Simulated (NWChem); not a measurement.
Molecule: C2H3AuFN; SMILES C[N+]#[C-]->[Au][F]

Program: NWChem. Medium grid unless said otherwise, to which SCAN and Minnesota functionals are sensitive. The geometry was optimised at PBE0/def2-SVP. No frequency run checked for a minimum. def2 effective core potentials on Au; no spin-orbit coupling. Hybrids' shares of exact exchange are those that their runs print; pure functionals count as 0. The functionals differ in more than this share.

```csv
row,share of exact exchange,highest occupied level (eV)
PBE/def2-SVP,0.00,-6.21
RPBE/def2-SVP,0.00,-6.13
B3LYP/def2-SVP,0.20,-7.47
PW6B95/def2-SVP,0.28,withheld
M06-2X/def2-SVP,0.54,-8.99
```

Fit a straight line of the last column on the one before it, predict the withheld value, and compare with the run.


1. Means of the 4 shown rows: x = 0.185, y = -7.200. Slope Σ(x − x̄)(y − ȳ)/Σ(x − x̄)² = -1.021/0.1947 = -5.242; intercept -6.230.
2. The shown rows scatter about the line by 0.114 (root mean square); the largest residual is -0.19, at B3LYP/def2-SVP.
3. At x = 0.28 (PW6B95/def2-SVP; inside the shown range) the line gives -7.70.
4. The run gives -7.88, -0.18 from the line, 1.6 times the scatter.
